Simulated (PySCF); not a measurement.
C2H7BS, SMILES CB(C)S. Atoms are numbered in the order given.

```xyz
11

B      0.1521    -0.2273     0.2762
C      1.5706    -0.8607     0.0249
H      1.5486    -1.9455     0.2233
H      2.2806    -0.4372     0.7576
H      1.9852    -0.6963    -0.9799
C     -0.6522    -0.5296     1.5933
H     -1.0223    -1.5696     1.5362
H     -1.5193     0.1212     1.7759
H      0.0071    -0.4965     2.4763
S     -0.4930     0.8320    -1.0267
H     -1.6627     1.1894    -0.4515
```

Coordinates come from a PBE0-D3(BJ)/def2-SVP optimisation. The values are those of a single conformer.

Method: PBE/pcSseg-1 run with PySCF.

GIAO shieldings, no solvent; atoms listed in one row are averaged. δ = σ(ref) − σ: ¹¹B against BF3 (σ = 83.9 ppm); ¹³C against TMS (σ = 182.0 ppm); ¹H against TMS (σ = 31.49 ppm); ³³S against H2S (σ = 706.5 ppm), references at their B3LYP-D3(BJ)/def2-TZVP geometries, non-relativistic.

```csv
nucleus,atoms,count,δ (ppm)
¹¹B,B1,1,63.1
¹³C,C6,1,19.2
¹³C,C2,1,13.4
¹H,H11,1,3.62
¹H,"H7, H8, H9",3,1.25
¹H,"H3, H4, H5",3,1.11
³³S,S10,1,258.8
```
